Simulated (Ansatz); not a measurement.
The pair A = HCl (SMILES Cl) (first 2 atoms), B = AsH3 (SMILES [AsH3]); geometry from B3LYP-D3(BJ)/def2-TZVP.
(charge 0, multiplicity 1):
```xyz
6

Cl     0.458    -1.352     0.360
H     -0.717    -0.957     0.688
As     0.151     0.835     3.525
H     -0.734    -0.407     3.473
H     -0.468     1.400     2.250
H     -0.856     1.576     4.402
```

Frozen-core correlation. Filled d and f shells under p-block atoms count as core. MP2 and its Hartree–Fock in def2-QZVPPD are density fitted.

Programs: Ansatz (Gaussian orbitals). Values without a source in brackets are computed.

The counterpoise-corrected interaction energy is E(AB) − E(A in the pair's basis) − E(B in the pair's basis). Total energies (hartree):

```json
[
 {"level": "HF/def2-TZVPPD", "AB": "-2696.0302898", "A in the pair's basis": "-460.0998765", "B in the pair's basis": "-2235.9316216"},
 {"level": "MP2/def2-TZVPPD", "AB": "-2696.3964112", "A in the pair's basis": "-460.3051914", "B in the pair's basis": "-2236.0900562"},
 {"level": "HF/def2-QZVPPD", "AB": "-2696.0878129", "A in the pair's basis": "-460.1122227", "B in the pair's basis": "-2235.9767956"},
 {"level": "MP2/def2-QZVPPD", "AB": "-2696.4831059", "A in the pair's basis": "-460.3361803", "B in the pair's basis": "-2236.1455383"},
 {"level": "CCSD(T)/def2-TZVPPD", "AB": "-2696.4578936", "A in the pair's basis": "-460.3339999", "B in the pair's basis": "-2236.1230056"}
]
```

Question: Work out the counterpoise-corrected interaction energy at the basis-set limit: extrapolate the MP2 correlation part as X⁻³, take Hartree–Fock from the larger set, and add the CCSD(T) − MP2 difference of def2-TZVPPD.

Answer: 
1. Differences (1 hartree = 627.509 kcal/mol): HF/def2-TZVPPD 0.758; MP2/def2-TZVPPD -0.730; HF/def2-QZVPPD 0.756; MP2/def2-QZVPPD -0.871; CCSD(T)/def2-TZVPPD -0.557.
2. Correlation parts, MP2 less HF: -1.488 in def2-TZVPPD (X = 3), -1.627 in def2-QZVPPD (X = 4).
3. Limit (4³·(-1.627) − 3³·(-1.488))/(4³ − 3³) = -1.728; with HF/def2-QZVPPD it gives -0.972.
4. CCSD(T) less MP2 in def2-TZVPPD: 0.173.
Result: -0.80 kcal/mol, against -0.73 at MP2/def2-TZVPPD. It is an estimate of this method's limit, not of the exact value.

Ansatz is a quantum-chemistry and plane-wave program.
